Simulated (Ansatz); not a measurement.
# What each rung costs, and what it gives

Saddle point of SnH₇OF, singlet (SnH₄ + H₂O + HF → SnH₃F ([F][SnH3]) + H₂O + H₂; bonds formed: Sn1–F7, H2–H8, H6–O9; bonds broken: Sn1–H2, H6–F7, H8–O9), PBE0-D4/def2-TZVP structure:

```
10
angstrom
Sn -0.8319 1.1793 -0.1472
H -0.2533 -0.4760 -1.0181
H -1.7343 1.2393 -1.6303
H -1.9936 1.0474 1.0884
H 0.2423 2.4951 -0.2002
H 1.1649 -0.8134 0.7821
F 0.5305 0.3018 1.2635
H 0.4339 -1.0179 -0.6340
O 1.3669 -1.5536 0.0733
H 1.0746 -2.4018 0.4227
```

Barriers are electronic and count from the start structure reached by relaxing down the imaginary mode.

Ansatz 0.2.0; basis: as named in each row; cores frozen in the correlated methods. Filled d shells of the heavier atoms are correlated. Core potentials replace the inner electrons of the atoms past krypton. The def2 sets are not built for correlating such inner shells, so the correlated values are less sure here. B3LYP uses VWN-RPA correlation. Extrapolation: Hartree–Fock as exp(−7.88 √X), correlation as X^−2.97.

Times are rough, for one single point on 4 threads of a shared host (Arm Neoverse V2).

The estimate by CCSD(T) at an estimated basis limit (MP2 extrapolated from triple and quadruple zeta, plus CCSD(T) − MP2 in triple zeta) is 32.53 kcal/mol.

```csv
method,basis,time (s),barrier (kcal/mol),method less estimate
SPW92,def2-SVP,under 1,12.97,-19.56
PBE-D4,def2-SVP,under 1,19.69,-12.84
PBE0-D4,def2-SVP,under 1,26.46,-6.07
SPW92,def2-TZVPP,under 1,16.54,-15.99
PBE-D4,def2-TZVPP,1,23.04,-9.49
BLYP-D4,def2-TZVPP,1,24.36,-8.16
BHLYP-D4,def2-TZVPP,1,34.40,1.87
B3LYP-D4,def2-TZVPP,2,28.75,-3.78
PBE0-D4,def2-TZVPP,2,28.76,-3.77
CAM-B3LYP-D4,def2-TZVPP,2,30.05,-2.47
wB97M-V,def2-SVP,2,28.93,-3.60
r2SCAN-D4,def2-TZVPP,2,24.48,-8.04
r2SCAN0-D4,def2-TZVPP,3,29.51,-3.02
CCSD(T),def2-SVP,3,34.55,2.02
B2PLYP,def2-TZVPP,3,31.55,-0.98
PBE-QIDH,def2-TZVPP,3,33.04,0.51
RPA on PBE,def2-TZVPP,4,34.50,1.97
wB97X-V,def2-TZVPP,4,31.56,-0.97
wB97M-V,def2-TZVPP,4,31.79,-0.74
B97M-V,def2-TZVPP,5,27.62,-4.91
MP2,def2-QZVPP,11,32.51,-0.02
CCSD(T),def2-TZVPP,87,35.23,2.70
```

All methods are single points on the PBE0-D4 structures.

The T1 diagnostic stays at or below 0.014.

Labels in which every atom is bracketed show which atoms are joined, not bond orders.
